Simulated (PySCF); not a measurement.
# How methods differ on the ionisation energy of Ne+

Ne+ [He] 2s2 2p5 (2P) → Ne(2+) [He] 2s2 2p4 (3P), as a difference of total energies. All numbers are calculated (PySCF 2.14, scalar relativity by spin-free X2C-1e, in aug-cc-pVDZ-DK). Correlated levels: valence: 1s2 frozen. The calculations carry no spin-orbit coupling.

```csv
method,ionisation energy (eV)
UHF,39.300
MP2 (valence),40.513
SCS-MP2 (valence),40.461
CCSD (valence),40.459
CCSD(T) (valence),40.480
CCSDT (valence),40.481
```

Errors of the correlated levels include the incompleteness of this basis and the frozen core.

**Question.** Which method comes closest to the reference value, and which is furthest?

**Answer.** The reference is 40.963 eV (measured; NIST Atomic Spectra Database, ionization energies). Closest: MP2 (valence) (error -0.450 eV); furthest: UHF (error -1.663 eV).
